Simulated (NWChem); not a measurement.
# PbHBr, singlet; SMILES [Br][PbH]

Computed with NWChem. Low-valent species are run as closed-shell singlets; no triplet was tried in these runs. Coordinates come from a PBE0/def2-SVP optimisation. Not confirmed as a minimum by frequencies. def2 effective core potentials on Pb; no spin-orbit coupling. Ions are spin-unrestricted doublets at the neutral geometry; other ion states weren't tried.

For level B3LYP/def2-SVP:

| Quantity | Value |
|---|---|
| vertical ionisation energy, ΔSCF (eV) | 9.02 |
| −ε(HOMO) (eV) | 6.68 |

Q: How do the values read with level PBE/def2-SVP instead?

A: 
* **vertical ionisation energy, ΔSCF (eV)**: 8.81
* **−ε(HOMO) (eV)**: 5.80
